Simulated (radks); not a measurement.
Polarisability of the iodine ion I5+, [Kr] 4d10 5s2, at imaginary frequency. Method: scalar-relativistic Kohn-Sham, LDA (Slater exchange, Perdew-Wang correlation), spin-polarised, spherical densities, finite nucleus; Fermi nuclear charge, rms radius 4.75 fm; computed with a radial shooting solver on a logarithmic mesh with Libxc functionals. Response by self-consistent Sternheimer equations with the Hartree and adiabatic LDA kernel, the relativistic mass of each level held fixed and spin-orbit coupling left out.

w (hartree),alpha1(iw) (bohr^3),alpha2(iw) (bohr^5)
0.00266,5.690,10.73
0.0143,5.687,10.73
0.0360,5.674,10.72
0.0697,5.630,10.70
0.118,5.520,10.63
0.186,5.292,10.50
0.280,4.876,10.22
0.413,4.226,9.679
0.605,3.387,8.723
0.892,2.516,7.207
1.35,1.765,5.211
2.12,1.165,3.179
3.59,0.6654,1.608
6.94,0.2732,0.6209
17.5,0.06459,0.1298

Static values: alpha1 = 5.690 bohr^3 (0.8432 angstrom^3; uncoupled 10.35), alpha2 = 10.73 bohr^5, alpha3 = 41.29 bohr^7. C6 = 20.85, C8 = 243.2, triple-dipole C9 = 79.12 atomic units. One-pole (London) frequency 4 C6 / (3 alpha1^2) = 0.859 hartree, against 2.557 for minus the highest occupied eigenvalue.
